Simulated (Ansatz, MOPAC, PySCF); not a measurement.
H4Sn (SMILES [SnH4]) and CH4 (SMILES C) are pulled apart as rigid monomers along the line of their centres of mass, from the B3LYP-D3(BJ)/def2-TZVP minimum. Starting geometry (charge 0, multiplicity 1):
```xyz
10

Sn     0.13357     0.15213    -0.08765
H     -1.29136     0.93228     0.43940
H      0.07293    -1.50056     0.33888
H      0.26166     0.29418    -1.78656
H      1.49186     0.88353     0.64501
C     -0.13230    -0.15104     3.79039
H      0.84418     0.26132     3.53990
H     -0.21865    -0.24696     4.87178
H     -0.91311     0.51320     3.42232
H     -0.24201    -1.13206     3.33001
```

Interaction energies with rigid monomers; basis-set methods are counterpoise corrected unless marked otherwise.

The state that PM6, PM7 reach isn't checked; PM7 holds dispersion and hydrogen-bond terms.

The values were computed with Ansatz (Gaussian basis) for Hartree–Fock, density functionals and correlated methods; MOPAC for PM6, PM7 (differences of heats of formation); PySCF for the dispersion terms. Values without a source in brackets are computed. In def2 rows elements past Kr take small-core potentials, without spin–orbit coupling.

```json
[
 {"Sn1···C6 (Å)": "3.51", "PM6 (meV)": "9.9", "PM7 (meV)": "125.2", "PBE-D4/def2-TZVPPD (meV)": "?", "PBE0-D4/def2-TZVPPD (meV)": "-16.8", "wB97X-V/def2-TZVPPD (meV)": "-13.1"},
 {"Sn1···C6 (Å)": "3.90", "PM6 (meV)": "-9.8", "PM7 (meV)": "?", "PBE-D4/def2-TZVPPD (meV)": "-50.0", "PBE0-D4/def2-TZVPPD (meV)": "-46.0", "wB97X-V/def2-TZVPPD (meV)": "-41.6"},
 {"Sn1···C6 (Å)": "4.48", "PM6 (meV)": "-3.9", "PM7 (meV)": "-10.5", "PBE-D4/def2-TZVPPD (meV)": "-36.5", "PBE0-D4/def2-TZVPPD (meV)": "-33.8", "wB97X-V/def2-TZVPPD (meV)": "-27.6"},
 {"Sn1···C6 (Å)": "5.46", "PM6 (meV)": "-0.8", "PM7 (meV)": "-6.7", "PBE-D4/def2-TZVPPD (meV)": "-11.8", "PBE0-D4/def2-TZVPPD (meV)": "-11.2", "wB97X-V/def2-TZVPPD (meV)": "-8.3"},
 {"Sn1···C6 (Å)": "7.02", "PM6 (meV)": "-0.2", "PM7 (meV)": "-1.2", "PBE-D4/def2-TZVPPD (meV)": "-1.6", "PBE0-D4/def2-TZVPPD (meV)": "-1.7", "wB97X-V/def2-TZVPPD (meV)": "-1.6"}
]
```

Fill in the missing entries.


- 3.90, PM7 (meV): 15.1
- 3.51, PBE-D4/def2-TZVPPD (meV): -19.4

Ansatz is a first-principles code.
